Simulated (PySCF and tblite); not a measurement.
Values are calculated unless marked as measured or tabulated.
C6H9BrF2, numbered as in [CH3:1][CH2:2][C@H:3]([CH3:4])/[C:5]([F:6])=[C:7](\[F:8])[Br:9].

The ensemble was built from 200 distance-geometry starts (ETKDG and KDG, MMFF94s, GFN2-xTB) and rests on GFN2-xTB geometries. Energies: B3LYP-D3(BJ)/def2-SVP, with GFN2-xTB thermal terms (modes under about 100 cm⁻¹ blended into free rotors). Symmetry numbers and mirror images are counted. Conformers within 2.5 kcal/mol (GFN2-xTB free energy) were kept, 4 at most. GIAO shieldings: B97-2/6-31G*. Shifts are against CFCl3 (¹⁹F) at the same level. (PySCF 2.14, tblite 0.8.)

Torsions listed: C1–C2–C3–C4, C2–C3–C5–F6.

| conformer | shape | symmetry | E(GFN2) kcal/mol | E(DFT) kcal/mol |
| --- | --- | --- | --- | --- |
| 1 | -176°, 59° | C1 | 0.00 | 0.00 |
| 2 | -68°, 62° | C1 | 0.83 | 1.11 |
| 3 | -176°, -117° | C1 | 0.51 | 1.75 |
| 4 | -68°, -115° | C1 | 1.30 | 2.78 |

Task: How much do the weights at 298.15 K and the averaged shift of F6 depend on how the conformers are weighted?

Result: 
| weighting | 1 (%) | 2 (%) | 3 (%) | 4 (%) | δ (ppm) | rms dipole (D) |
| --- | --- | --- | --- | --- | --- | --- |
| DFT energy with thermal terms, symmetry and mirror images (full scheme) | 83 | 14 | 3 | 1 | -151.0 | 1.72 |
| DFT energy with symmetry and mirror images | 82 | 13 | 4 | 1 | -150.5 | 1.72 |
| bare DFT energy | 82 | 13 | 4 | 1 | -150.5 | 1.72 |
| GFN2-xTB energy with symmetry and mirror images | 56 | 14 | 24 | 6 | -141.5 | 1.73 |
| GFN2-xTB free energy | 61 | 16 | 18 | 5 | -143.9 | 1.73 |
| leading conformer alone | 100 | 0 | 0 | 0 | -152.9 | 1.70 |
| equal weights | 25 | 25 | 25 | 25 | -134.7 | 1.77 |
| full scheme, search stopped after three starts | 96 | 0 | 3 | 1 | -151.4 | 1.70 |

The largest departure from the full scheme, 16.3 ppm, comes with: equal weights.

Spin–orbit effects of the heavy atoms on shieldings are missing. Unscaled ¹⁹F shifts at such levels can be off by tens of ppm; differences between conformers or isomers are more reliable. For its torsions the set is small; conformers may be missing.


Conformer gaps in def2-SVP on xTB geometries can be 2 kcal/mol too large for S=O, P=O and other polar bonds.